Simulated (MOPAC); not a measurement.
Input file for MOPAC: AM1 on Se2, 2S+1 = 3, a point of a bond scan (R = 4.376 Å).

```
AM1 1SCF PRECISE CHARGE=0 UHF MS=1 THREADS=1
Se2

Se    -0.00000000 1    -0.00000000 1    -1.09408457 1
Se     0.00000000 1     0.00000000 1     3.28225371 1
```

The log:

```
*******************************************************************************
 **                                                                           **
 **                              MOPAC v23.2.5                                **
 **                                                                           **
 *******************************************************************************
 ** MOPAC's Digital Object Identifier: https://doi.org/10.5281/zenodo.6511958 **
 **                                                                           **
 ** Please cite the open-source release paper for use of this MOPAC version:  **
 ** J. E. Moussa and J. J. P. Stewart (2026)                                  **
 ** MOPAC: An open-source semiempirical molecular orbital program             **
 ** J. Open Source Softw., 11(119), 8025, https://doi.org/10.21105/joss.08025 **
 *******************************************************************************

                              AM1 CALCULATION RESULTS

 *******************************************************************************
 *  AM1        - The AM1 Hamiltonian to be used
 *  UHF        - UNRESTRICTED HARTREE-FOCK CALCULATION
 *
 *
 *
 *                 CHARGE ON SYSTEM = 0
 *
 *
 *
 *  MS=        - IN MECI, MAGNETIC COMPONENT OF SPIN =  1.0
 *  PRECISE    - TIGHTER CRITERIA TO BE USED
 *  1SCF       - DO 1 SCF AND THEN STOP
 *  THREADS=1  - MULTI-THREADING NOT USED
 *  T=         - A TIME OF 172800.0 SECONDS REQUESTED
 *  DUMP=N     - RESTART FILE WRITTEN EVERY 7200.0 SECONDS REQUESTED
 *******************************************************************************
AM1 1SCF PRECISE CHARGE=0 UHF MS=1 THREADS=1
 Se2

   ATOM   CHEMICAL          X               Y               Z
  NUMBER   SYMBOL      (ANGSTROMS)     (ANGSTROMS)     (ANGSTROMS)

     1      Se         -0.00000000  *  -0.00000000  *  -1.09408457  *
     2      Se          0.00000000  *   0.00000000  *   3.28225371  *



          CARTESIAN COORDINATES

    NO.       ATOM           X           Y           Z

     1        Se         -0.0000     -0.0000     -1.0941
     2        Se          0.0000      0.0000      3.2823

 Se: (AM1): J. J. P. STEWART, J. MOL. MOD., 10, 155-164 (2004)

           Empirical Formula: Se2  =     2 atoms



      MOLECULAR POINT GROUP   :   D*h


          UHF CALCULATION, NO. OF ALPHA ELECTRONS =    7
                           NO. OF BETA  ELECTRONS =    5

 -------------------------------------------------------------------------------
 AM1 1SCF PRECISE CHARGE=0 UHF MS=1 THREADS=1
 Se2



     1SCF WAS SPECIFIED, SO BFGS WAS NOT USED
     SCF FIELD WAS ACHIEVED


                              AM1 CALCULATION
                                                       MOPAC v23.2.5 Linux




          FINAL HEAT OF FORMATION =        177.26605 KCAL/MOL =     741.68116 KJ/MOL


          COSMO AREA              =        116.49 SQUARE ANGSTROMS
          COSMO VOLUME            =         96.61 CUBIC ANGSTROMS

          IONIZATION POTENTIAL    =          6.784081 EV
          ALPHA SOMO LUMO (EV)    =         -8.178 -4.890
          BETA  SOMO LUMO (EV)    =         -6.784 -4.278
          NO. OF ALPHA ELECTRONS  =          7
          NO. OF BETA  ELECTRONS  =          5
          MOLECULAR WEIGHT        =        157.9200         POINT GROUP:  D*h

          MOLECULAR DIMENSIONS (Angstroms)

            Atom       Atom       Distance
           Se     2   Se     1     4.37634
           Se     2   Se     1     0.00000
           Se     1   Se     2     0.00000


          SCF CALCULATIONS        =          1





   ATOM   CHEMICAL          X               Y               Z
  NUMBER   SYMBOL      (ANGSTROMS)     (ANGSTROMS)     (ANGSTROMS)

     1      Se         -0.00000000  *  -0.00000000  *  -1.09408457  *
     2      Se          0.00000000  *   0.00000000  *   3.28225371  *

                             CARTESIAN COORDINATES

   1   Se       -0.000000000    -0.000000000    -1.094084570
   2   Se        0.000000000     0.000000000     3.282253710


           Empirical Formula: Se2  =     2 atoms



      MOLECULAR POINT GROUP   :   D*h


          ALPHA EIGENVALUES
 -20.53844 -20.42852  -8.87944  -8.87944  -8.85455  -8.85455  -8.17837  -4.89045


           BETA EIGENVALUES
 -16.13447 -15.92690  -7.58984  -6.78408  -6.78408  -4.27757  -3.87329  -3.87329


              NET ATOMIC CHARGES AND DIPOLE CONTRIBUTIONS

  ATOM NO.   TYPE          CHARGE      No. of ELECS.   s-Pop       p-Pop
    1         Se          -0.000000        6.0000     1.99980     4.00020
    2         Se           0.000000        6.0000     1.99980     4.00020
 DIPOLE           X         Y         Z       TOTAL
 POINT-CHG.     0.000     0.000     0.000     0.000
 HYBRID        -0.000    -0.000    -0.000     0.000
 SUM           -0.000    -0.000     0.000     0.000


          ATOMIC ORBITAL ELECTRON POPULATIONS

     Atom    s        px        py        pz
    1 Se   1.99980   1.50000   1.50000   1.00020
    2 Se   1.99980   1.50000   1.50000   1.00020


                    (SZ)    =    1.000000
                    (S**2)  =    2.000111


          ATOMIC ORBITAL SPIN POPULATIONS

    Atom   Total    s     px     py     pz
         Atomic
    1 Se  1.0000  0.000  0.500  0.500 -0.000
    2 Se  1.0000  0.000  0.500  0.500 -0.000

 **********************
 *                    *
 * JOB ENDED NORMALLY *
 *                    *
 **********************




 == MOPAC DONE ==
```

The run finished.

Cost: around 0.020 core-seconds (rough).
